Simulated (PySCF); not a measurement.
**Löwdin shares of the frontier orbitals**

trans-Ge(PH3)2Cl4.
Structure used (PBE0-D3(BJ)/def2-SVP), in Å, numbered top down from 1:
```xyz
13
Cl4GeH6P2 angstrom
Ge     0.0063   -0.0128    0.0015
P     -0.0137   -0.0099    2.4638
H      0.3664    1.1906    3.1087
H      0.8612   -0.9525    3.0480
H     -1.2404   -0.3044    3.1047
P      0.0213    0.0026   -2.4615
H      1.2375    0.3188   -3.1120
H     -0.8670    0.9503   -3.0162
H     -0.3614   -1.1879   -3.1235
Cl     2.2561   -0.0408    0.1306
Cl    -2.2445    0.0171   -0.1316
Cl     0.0432    2.2401   -0.0886
Cl    -0.0345   -2.2634    0.0983
```

Level of theory: TDDFT PBE0/def2-SVPD, vertical, gas phase, core orbitals frozen in the response (PySCF). The PBE0/def2-SVPD calculation is non-relativistic and has no spin–orbit coupling, an omission that weighs most on germanium.

Frontier orbitals with the atoms that hold most of them (Löwdin shares over 4%, at most four atoms; ? is withheld):

```csv
orbital,ε (eV),atoms
HOMO-3,-8.35,"Cl10 26%, Cl11 26%, Cl13 23%, Cl12 23%"
HOMO-2,-8.34,"Cl12 26%, Cl13 26%, Cl10 23%, Cl11 23%"
HOMO-1,-8.20,?
HOMO,-7.59,?
LUMO,?,"Ge1 22%, Cl11 13%, Cl12 13%, Cl13 13%"
LUMO+1,-0.30,"P6 27%, P2 24%, H8 8%, H4 7%"
LUMO+2,-0.18,"P2 25%, P6 22%, H4 14%, H8 10%"
```

Question: Give the leading atoms of the HOMO.

Answer: Cl11 (bonded to Ge) 25%; Cl12 (bonded to Ge) 25%; Cl13 (bonded to Ge) 25%; Cl10 (bonded to Ge) 25%.

Question: Give the leading atoms of the HOMO-1.

Answer: Cl12 (bonded to Ge) 20%; Cl13 (bonded to Ge) 20%; Cl10 (bonded to Ge) 19%; Cl11 (bonded to Ge) 19%.

Question: What is the LUMO energy, and the HOMO–LUMO gap?

Answer: ε(LUMO) = -2.50 eV; the gap is 5.10 eV (0.1873 hartree).

Question: How does S1 compare with the orbital gap of 5.10 eV?

Answer: S1 is at 3.81 eV (f = 0.0000), 1.28 eV below the gap, made of HOMO→LUMO (100%). 

Question: Give energy, strength and leading configuration of S1 and S2, and follow the Löwdin shares of the leading atoms from the occupied to the empty orbital.

Answer: 
- S1 (3.81 eV, f 0.0000), HOMO→LUMO (100%): Cl11 25% → 13%, Cl12 25% → 13%, Ge1 at most 1% → 22%
- S2 (4.50 eV, f 0.053), HOMO-1→LUMO (99%): Cl12 20% → 13%, Cl13 20% → 13%, Ge1 at most 20% → 22%, Cl11 19% → 13%

Orbitals of the list HOMO-3 to LUMO+2 that lie within 0.01 eV of each other are written together with a slash and their weights summed (≥ marks a lower bound); for degenerate orbitals outside that list single weights are arbitrary.
